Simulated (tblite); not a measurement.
Compound: C3H11NOSi4.
SMILES with atom numbers: `[CH3:1][O:2][Si@@:3]1([C:4]#[N:5])[SiH2:6][SiH2:7][Si@H:8]1[CH3:9]` (hydrogens: H10, H11, H12 on C1; H13, H14 on Si6; H15, H16 on Si7; H17 on Si8; H18, H19, H20 on C9)

Geometry (GFN2-xTB, Å), atoms numbered from 1 in this order:
```xyz
20
C3H11NOSi4 angstrom
C     -0.8293   -2.4005    1.3415
O     -0.5781   -1.0393    1.5100
Si    -0.9674    0.2203    0.5443
C     -2.8240    0.1956    0.2886
N     -3.9582    0.1831    0.1074
Si     0.0947    2.0918    1.4689
Si     1.3607    2.2978   -0.5148
Si     0.2701    0.4175   -1.4767
C      1.4469   -1.0581   -1.7811
H     -0.4623   -2.9233    2.2251
H     -1.8997   -2.5874    1.2302
H     -0.3122   -2.7796    0.4565
H      0.8075    1.9491    2.7443
H     -0.8301    3.2056    1.7165
H      1.2229    3.5763   -1.2257
H      2.8192    2.1662   -0.3696
H     -0.4536    0.5830   -2.7518
H      1.9544   -1.3372   -0.8611
H      2.2128   -0.8127   -2.5117
H      0.9204   -1.9376   -2.1439
```

Calculated harmonic vibrations of the isolated species, GFN2-xTB (tblite), most abundant isotopes, no scaling. This tight-binding method is rough: wavenumbers can miss measured ones by several per cent, in bad cases by 10 to 20. Modes of hydrogen on silicon can be 10 to 20 % off. One conformer, not necessarily the lowest.

Harmonic wavenumbers (cm⁻¹): 32.0, 51.9, 59.0, 70.0, 94.8, 97.5, 117.7, 133.4, 136.6, 175.3, 213.2, 242.7, 276.1, 286.4, 304.0, 346.6, 357.8, 367.5, 388.2, 411.6, 437.5, 472.3, 482.9, 562.9, 594.1, 607.5, 632.6, 721.9, 748.3, 796.7, 817.2, 823.4, 846.2, 1118.8, 1133.7, 1142.9, 1371.2, 1418.0, 1483.5, 1487.4, 1495.3, 1498.2, 2123.3, 2156.1, 2177.4, 2187.6, 2196.1, 2307.3, 2953.2, 2967.7, 2997.9, 3019.3, 3024.7, 3030.4.

A = 962.2, B = 654.5, C = 552.4 MHz; mass 188.992 u (most abundant isotopes); point group C1, symmetry number 1.

Problem. Zero-point energy?

Solution. ½Σν̃ = 27998 cm⁻¹ = 334.93 kJ/mol.

Problem. What is S at 273.15 K and 1 bar for an ideal gas of classical rigid rotors and harmonic oscillators?

Solution. Translation 172.41, rotation 129.46, vibration 219.36: S = 521.2 J/(mol K).

Problem. And Cp and H(273.15 K) − H(0)?

Solution. Cp = 228.60 J/(mol K), of which vibrations give 195.34 (their classical limit is 54 R = 449.0); H(273.15 K) − H(0) = 39.39 kJ/mol without the zero-point energy, 30.30 from vibrations.

Problem. Which modes carry the vibrational entropy at 273.15 K?

Solution. 32.0 cm⁻¹: 23.13; 51.9 cm⁻¹: 19.12; 59.0 cm⁻¹: 18.06; 70.0 cm⁻¹: 16.66; 94.8 cm⁻¹: 14.17; 97.5 cm⁻¹: 13.95 J/(mol K); the other 48 give 114.27 together.

Problem. What must be added to the electronic energy to get the Gibbs energy at 273.15 K and 1 bar?

Solution. ZPE + [H(273.15 K) − H(0)] − T·S = 334.93 + 39.39 − 142.37 = 231.95 kJ/mol.

Hindered rotation and anharmonicity are outside this model. Other conformers, if any are populated, would add a mixing term that is left out. The structure is chiral; the term R ln 2 for an equal mix with its mirror image is left out.

On one thread of an Arm Neoverse V2, no GPU, shared host with 96 logical CPUs at a one-minute load of 33, this took 1.2 s of wall time. This covers the Hessian and the dipole derivatives.
